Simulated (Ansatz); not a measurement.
**Match the barriers**

Saddle point of SiH2Cl3F, singlet (SiCl₃F ([F][Si]([Cl])([Cl])[Cl]) + H₂ → SiHCl₃ ([Cl][SiH]([Cl])[Cl]) + HF; bonds formed: Si1–H7, F2–H6; bonds broken: Si1–F2, H6–H7), PBE0-D4/def2-TZVP structure:

Si1  (-0.248, -0.227, -0.060)
F2  (0.167, 1.329, 0.927)
Cl3  (0.139, -1.765, -1.392)
Cl4  (-0.630, -1.243, 1.650)
Cl5  (-1.790, 0.726, -0.965)
H6  (1.054, 0.944, 0.243)
H7  (1.307, 0.236, -0.403)
(Å)

Ansatz 0.2.0; basis: def2-TZVPP, with def2-QZVPP for the basis limit; cores frozen in the correlated methods. Extrapolation: Hartree–Fock as exp(−7.88 √X), correlation as X^−2.97. Four methods, as single points on the PBE0-D4 structures, gave these electronic barriers from the start structure: 192.1, 253.3, 273.6, 348.0 kJ/mol.

Question: The methods were, in alphabetical order, HF, MP2, r2SCAN-D4, SPW92. Which gave which? (A judgement: the text doesn't fix the answer.)

Answer: The calculation gives: SPW92 192.1; r2SCAN-D4 253.3; MP2 273.6; HF 348.0 kJ/mol. For comparison, CCSD(T) at an estimated basis limit (MP2 extrapolated from triple and quadruple zeta, plus CCSD(T) − MP2 in triple zeta) gives 274.6 kJ/mol.

No T1 diagnostic of these runs exceeds 0.011.

Labels in which every atom is bracketed show which atoms are joined, not bond orders.

For scale, one of the runs: CCSD(T)/def2-TZVPP, 227 basis functions, launched by `ansatz run in.yaml --threads 4 --pin off --events-out ev --progress --plain --max-ram 9574MiB`. Time: 81 s of wall clock on 4 CPU threads of a Oxide Virtual Turin-like; the host was shared. Peak host memory: 3.5 GiB.
